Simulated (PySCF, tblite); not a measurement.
Isomers of C2H9FO2Si3. Computed with GFN2-xTB (tblite): harmonic, unscaled wavenumbers at the GFN2-xTB geometry, gas phase. Errors from tens to a few hundred cm⁻¹ against measured bands are possible. Modes of hydrogen on silicon can be 10 to 20 % off. One conformer each.

Electronic energies: PBE0/pcSseg-1 single points on the GFN2-xTB geometries (PySCF, gas phase).

| SMILES | electronic energy, lowest = 0 (kJ/mol) |
| --- | --- |
| O[SiH2]/C(F)=C\[SiH2]O[SiH3] | 231.1 |
| F[Si@@H]1O[SiH2][C@H](C[SiH3])O1 | 0.0 |
| CC(=O)[SiH2]O[SiH2][SiH2]F | 158.1 |

Question: How do GFN2-xTB zero-point energies change the relative energies?

Answer: 
```tsv
SMILES	ZPE (kJ/mol)	of it from modes above 1550 cm⁻¹	electronic (kJ/mol)	with ZPE, lowest = 0 (kJ/mol)	lowest mode (cm⁻¹)	rings
F[Si@@H]1O[SiH2][C@H](C[SiH3])O1	278.5	136.3	0.0	0.0	36	1
CC(=O)[SiH2]O[SiH2][SiH2]F	268.8	145.1	158.1	148.4	17	0
O[SiH2]/C(F)=C\[SiH2]O[SiH3]	259.9	144.2	231.1	212.4	16i	0
```

The zero-point energies span 18.6 kJ/mol, from `O[SiH2]/C(F)=C\[SiH2]O[SiH3]` to `F[Si@@H]1O[SiH2][C@H](C[SiH3])O1`. Slightly imaginary modes are left out of the zero-point energy: `O[SiH2]/C(F)=C\[SiH2]O[SiH3]` 16.2i cm⁻¹. The order is unchanged.

Question: And how do the electronic energies of GFN2-xTB itself compare?

Answer: `F[Si@@H]1O[SiH2][C@H](C[SiH3])O1` 0.0; `CC(=O)[SiH2]O[SiH2][SiH2]F` 164.9; `O[SiH2]/C(F)=C\[SiH2]O[SiH3]` 213.6 kJ/mol, lowest = 0. Against the energies above, taken from the same isomer `F[Si@@H]1O[SiH2][C@H](C[SiH3])O1`, the largest difference is 17.5 kJ/mol.
